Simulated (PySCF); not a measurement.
**Predicted spectroscopic data**

PySCF calculation with σ from GIAO-PBE0/pcSseg-1, B3LYP/pcJ-1 coupling constants (spin–dipole term left out of most H,H and C,H couplings) and geometry from PBE0-D3(BJ)/def2-SVP; no solvent model, fast rotation and ring inversion assumed for equivalent nuclei, no relativistic terms, single conformer.

Referencing at the same level of theory: TMS for ¹H (31.27 ppm), ¹³C (184.41 ppm). Multiplet labels drop J under 1 Hz and among equivalent protons, and merge close values. Unscaled 3J(H,H) run several per cent high. Where no couplings were computed, multiplicities follow the n + 1 count of equivalent neighbours, and m marks all less simple cases (inequivalent or close neighbours, rings, F or P nearby). One-bond C–F couplings are unscaled and too large by tens of Hz. Shifts are as computed. Against solution values, carbons near 30 ppm lie about +2 ppm off and those near 130 ppm about +5 ppm. Of 1211 compounds with measured shifts, 218 miss one by over three times the rms of a fit or turn the order of signals round; such compounds aren't used in these exercises.

Compound 1 (C6H15NSi). ¹H NMR (500 MHz, computed): δ 8.55 (t, 1H), 4.27 (d, 2H), 3.69 (s, 3H), 1.12 (s, 9H). ¹³C{¹H} NMR (computed): δ 177.4 (CH), 52.7 (CH3), 28.3 (CH3), 15.7 (C). Structure: SMILES CC([SiH2]/C=N\C)(C)C.

Compound 2 (C7H6F2O). ¹H NMR (500 MHz, computed): δ 7.50 (dd, J = 9.3, 8.3 Hz, 2H), 7.26 (t, J = 8.3 Hz, 1H), 7.18 (dt, J = 9.3, 1.0 Hz, 2H), 6.04 (t, J = 81.6 Hz, 1H). ¹³C{¹H} NMR (computed): δ 158.2 (C, t, J = 2.4 Hz), 135.6 (CH), 128.9 (CH), 121.1 (CH), 120.0 (CH, t, J = 319.5 Hz). Structure: `C(F)(F)OC1=CC=CC=C1`.
